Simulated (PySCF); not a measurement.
Species: 4-(methylthio)benzaldehyde, C8H8OS.
SMILES with atom numbers: `[CH3:1][S:2][c:3]1[cH:4][cH:5][c:6]([CH:7]=[O:8])[cH:9][cH:10]1` (hydrogens: H11, H12, H13 on C1; H14 on C4; H15 on C5; H16 on C7; H17 on C9; H18 on C10)

Computed by this run: PySCF, PBE0-D3(BJ)/def2-SVP geometry optimisation, gas phase; density fitting, grid level 2; the optimiser is geomeTRIC in internal coordinates, started from a GFN2-xTB structure.

Step 0: E = -21282.1561 eV
```
atom  x, y, z in Å  |  force x, y, z in eV/Å
C1     -3.3744   -0.1896    0.6796    0.589  -0.044  -0.716
S2     -2.5312   -0.3203   -0.9232   -0.166  -0.005   0.073
C3     -0.8291   -0.1334   -0.5322   -0.611  -0.065  -0.109
C4     -0.3395    0.0563    0.7575    0.068   0.018   0.045
C5      1.0168    0.1934    0.9592    0.154  -0.001  -0.133
C6      1.9116    0.1437   -0.1113   -0.199  -0.003   0.126
C7      3.3463    0.2890    0.1273    0.170   0.031   0.125
O8      3.8620    0.4725    1.2028   -0.022   0.005   0.108
C9      1.4115   -0.0480   -1.4024    0.146   0.044   0.318
C10     0.0594   -0.1849   -1.6102   -0.166  -0.016   0.020
H11    -3.1845    0.7850    1.1199    0.003   0.369   0.282
H12    -4.4324   -0.2960    0.4609   -0.415  -0.036  -0.076
H13    -3.0523   -0.9923    1.3364    0.060  -0.287   0.361
H14    -1.0051    0.0986    1.6046   -0.293   0.014   0.347
H15     1.4116    0.3410    1.9535    0.219   0.069   0.419
H16     3.9616    0.2137   -0.7925    0.266  -0.009  -0.306
H17     2.0947   -0.0872   -2.2382    0.318  -0.024  -0.398
H18    -0.3358   -0.3351   -2.6035   -0.122  -0.060  -0.485
```

Task: Estimate the geometry and energy of step 1. (The exact step hangs on the optimiser's Hessian estimate; all steps are aligned on step 0, rigid shifts and turns removed.)

Result: E = -21282.2028 eV, largest force 0.122 eV/Å
```
atom  x, y, z in Å  |  force x, y, z in eV/Å
C1     -3.3573   -0.1914    0.6665   -0.108   0.001   0.056
S2     -2.5477   -0.3199   -0.9310    0.026   0.002   0.007
C3     -0.8496   -0.1342   -0.5384    0.051   0.003  -0.024
C4     -0.3487    0.0603    0.7598   -0.089  -0.002   0.052
C5      1.0150    0.1973    0.9673    0.035   0.007   0.058
C6      1.9103    0.1435   -0.1058    0.024   0.003  -0.015
C7      3.3581    0.2883    0.1265    0.021  -0.010  -0.009
O8      3.8665    0.4538    1.2082    0.008   0.006   0.001
C9      1.4106   -0.0504   -1.3990    0.035  -0.003  -0.069
C10     0.0495   -0.1877   -1.6181   -0.024  -0.008  -0.049
H11    -3.1874    0.7906    1.1342   -0.004  -0.036  -0.022
H12    -4.4327   -0.3010    0.4603    0.059   0.007   0.020
H13    -3.0467   -0.9964    1.3502   -0.008   0.027  -0.030
H14    -1.0245    0.1049    1.6154    0.020   0.001  -0.026
H15     1.4193    0.3495    1.9721   -0.008  -0.006  -0.034
H16     3.9851    0.2309   -0.8028   -0.022   0.004   0.023
H17     2.1045   -0.0936   -2.2456   -0.026   0.002   0.035
H18    -0.3330   -0.3382   -2.6316    0.010   0.003   0.026
```

The energy changes by -0.0467 eV. The first-order estimate −F·Δx gives -0.1002 eV and the mean of the old and new forces, exact on a quadratic surface, -0.0468 eV. The step makes an angle of 43° with the force vector and moves no atom by more than 0.031 Å.

What follows is the cost of the whole optimisation. Hardware: Intel Xeon Platinum 8488C, one thread, no GPU, shared host with 96 logical CPUs at a one-minute load of 23. Cost: 1.7 min, 0.90 GiB resident at most.
